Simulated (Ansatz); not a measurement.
Cost and result for the atomization energy of `FB(F)B(F)F` (6 atoms, 5 bonds).

Charge 0, multiplicity 1. The structure was optimised at the PBE0-D4/def2-TZVP level. It is one conformer, not always the lowest. Program: Ansatz. All runs use 4 threads of an Arm Neoverse V1 on a shared host. Times are those of one run each, without the atoms' runs, and a repeat can differ threefold. Electronic energies, without spin–orbit coupling; frozen cores. CCSD(T)/CBS adds CCSD(T) − MP2 in def2-TZVPP to the MP2 limit, and its time is that of the two runs behind it. T1 = 0.014. B3LYP takes the VWN-RPA correlation (the form of Gaussian; ORCA's B3LYP/G).

CCSD(T)/CBS is a level of theory with its own doubt, some kJ/mol a heavy atom from the limit and from the frozen cores, so smaller differences don't rank the functionals.

```
                             level  functions  wall time  atomization (kJ/mol)  difference from CCSD(T)/CBS  per bond
              revPBE-D4/def2-TZVPP        186      1.1 s                2909.4                         -0.8      -0.1
                BLYP-D4/def2-TZVPP        186      1.1 s                2940.6                         30.4       6.1
                PBE0-D4/def2-TZVPP        186      1.2 s                2925.0                         14.8       3.0
                  CCSD(T)/def2-SVP         84      1.4 s                2808.0                       -102.2     -20.4
           CAM-B3LYP-D4/def2-TZVPP        186      1.6 s                2953.3                         43.1       8.6
 B3LYP-D4/def2-TZVPP (with forces)        186      1.7 s                2909.8                         -0.4      -0.1
             r2SCANh-D4/def2-TZVPP        186      2.5 s                2917.7                          7.5       1.5
r2SCAN-D4/def2-TZVPP (with forces)        186      2.5 s                2952.9                         42.7       8.5
               PBE-QIDH/def2-TZVPP        186      2.5 s                2915.3                          5.1       1.0
                RPA@PBE/def2-TZVPP        186      2.7 s                2622.0                       -288.2     -57.6
                    MP2/def2-QZVPP        342        8 s                3049.2                        139.0      27.8
                CCSD(T)/def2-TZVPP        186       21 s                2844.2                        -66.0     -13.2
                 CCSD(T)/CBS(def2)          –       29 s                2910.2                          0.0       0.0
```

Leaving LDA and LC-ωPBE aside and taking each functional with its dispersion term where it has one, the values, not all of them listed here, spread over 234.7 kJ/mol, from BHLYP-D4 to PBE-D4. LDA lies +411.6 kJ/mol from PBE without D4, its usual overbinding. From r2SCAN to r2SCAN0 (25 % exact exchange), in def2-TZVPP and without D4, the atomization energy moves by −86.0 kJ/mol: exact exchange takes away binding that semilocal exchange gives to molecules. At CCSD(T), def2-SVP lies −102.2 kJ/mol from the extrapolated value and def2-TZVPP −66.0 kJ/mol: correlation converges slowly with the basis, and small sets miss more of it in the bonded molecule than in its fragments.
